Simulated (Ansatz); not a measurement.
Gas-phase electronic energies from Ansatz, PBE0-D4/def2-TZVP geometries. CCSD(T)/CBS is the MP2 limit (def2-TZVPP, def2-QZVPP) plus CCSD(T) − MP2 in def2-TZVPP, frozen cores. This one scheme is used for every species. Functionals use def2-TZVPP. B3LYP here is the variant with VWN-RPA as its local correlation; programs differ in this. HSE06 is defined as in plane-wave codes. Each species was taken in one conformer, which may not be the lowest.

`[SiH3]C1(S)CO1` + H₂ → `SC1CO1` + SiH₄  (hydrogenolysis of a C–Si bond)

| level | ΔE (kcal/mol) | difference from CCSD(T)/CBS |
| --- | --- | --- |
| LDA (SPW92) | -6.5 | 0.2 |
| PBE-D4 | -6.3 | 0.4 |
| BLYP-D4 | -6.1 | 0.6 |
| r2SCAN-D4 | -6.9 | -0.2 |
| B97M-V | -8.9 | -2.2 |
| PBE0-D4 | -7.7 | -1.0 |
| B3LYP-D4 | -7.5 | -0.8 |
| r2SCANh-D4 | -7.3 | -0.6 |
| r2SCAN0-D4 | -7.9 | -1.2 |
| HSE06-D4 | -7.7 | -1.0 |
| BHLYP-D4 | -9.0 | -2.3 |
| CAM-B3LYP-D4 | -8.9 | -2.2 |
| ωB97X-V | -8.2 | -1.5 |
| ωB97M-V | -7.5 | -0.8 |
| B2PLYP | -9.1 | -2.4 |
| PBE-QIDH | -8.2 | -1.5 |
| PBE | -8.4 | -1.7 |
| revPBE | -9.4 | -2.7 |
| BLYP | -10.4 | -3.7 |
| r2SCAN | -7.4 | -0.7 |
| PBE0 | -9.5 | -2.8 |
| B3LYP | -10.9 | -4.2 |
| r2SCANh | -7.9 | -1.2 |
| r2SCAN0 | -8.6 | -1.9 |
| HSE06 | -9.4 | -2.7 |
| BHLYP | -12.0 | -5.3 |
| CAM-B3LYP | -10.8 | -4.1 |
| LC-ωPBE | -9.7 | -3.0 |
| RPA@PBE/def2-TZVPP | -8.1 | -1.4 |
| HF/def2-SVP | -16.1 | -9.4 |
| MP2/def2-SVP | -8.2 | -1.5 |
| CCSD(T)/def2-SVP | -9.9 | -3.2 |
| HF/def2-TZVPP | -15.3 | -8.6 |
| MP2/def2-TZVPP | -5.9 | 0.8 |
| SCS-MP2/def2-TZVPP | -7.8 | -1.1 |
| CCSD(T)/def2-TZVPP | -7.8 | -1.1 |
| MP2/def2-QZVPP | -5.2 | 1.5 |
| SCS-MP2/def2-QZVPP | -7.2 | -0.5 |
| HF/CBS(def2) | -15.2 | -8.5 |
| MP2/CBS(def2) | -4.8 | 1.9 |
| CCSD(T)/CBS | -6.7 | 0 |

Largest T1 diagnostic among the species: 0.013.

From r2SCAN to r2SCAN0 (25 % exact exchange), in def2-TZVPP and without D4, ΔE moves by −1.2 kcal/mol. The D4 term adds +3.4 kcal/mol with B3LYP and +1.8 kcal/mol with PBE0; it sums over pairs of atoms, weighted by their polarisabilities, and B3LYP, whose exchange is more repulsive, gets the larger term.
